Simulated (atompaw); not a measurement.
An all-electron radial function and its pseudo partner (platinum)

Columns: radius, all-electron u(r) and pseudo u(r) of the 6s shell (level -5.66 eV) of platinum in the configuration [Kr] 4d10 4f14 5s2 5p6 5d9 6s1 6p0; PBE, scalar-relativistic, PAW (atompaw) scheme, atompaw 4.2.0.5.

```tsv
r (bohr)	all-electron	pseudo
0.073	0.0313	-0.0677
0.146	-0.1325	-0.1323
0.219	0.0289	-0.1912
0.292	0.1764	-0.2417
0.365	0.1748	-0.2817
0.438	0.0690	-0.3097
0.512	-0.0695	-0.3246
0.585	-0.1880	-0.3256
0.658	-0.2667	-0.3129
0.731	-0.3013	-0.2873
0.804	-0.2967	-0.2497
0.877	-0.2611	-0.2015
0.950	-0.2034	-0.1446
1.023	-0.1314	-0.0811
1.096	-0.0518	-0.0131
1.169	0.0304	0.0573
1.242	0.1115	0.1282
1.315	0.1889	0.1976
1.388	0.2610	0.2645
1.462	0.3276	0.3285
1.535	0.3866	0.3867
1.608	0.4388	0.4388
1.681	0.4842	0.4842
1.754	0.5231	0.5231
1.827	0.5561	0.5561
1.900	0.5834	0.5834
```

Problem. How many radial nodes do the two functions have?

Solution. The all-electron 6s function has n − l − 1 = 5 (the table is too coarse to show those close to the nucleus); the pseudo-wave has 1, since 1 lower shell of the same l stays in the valence.

Problem. At about which radius was the pseudo-wave matched?

Solution. 1.60 bohr, where the columns begin to agree (steps of 0.07 bohr).

Problem. Is the pseudo-wave norm-conserving?

Solution. No, it belongs to a PAW set: the norm inside the radius is not constrained, and the difference is carried by the augmentation charge.
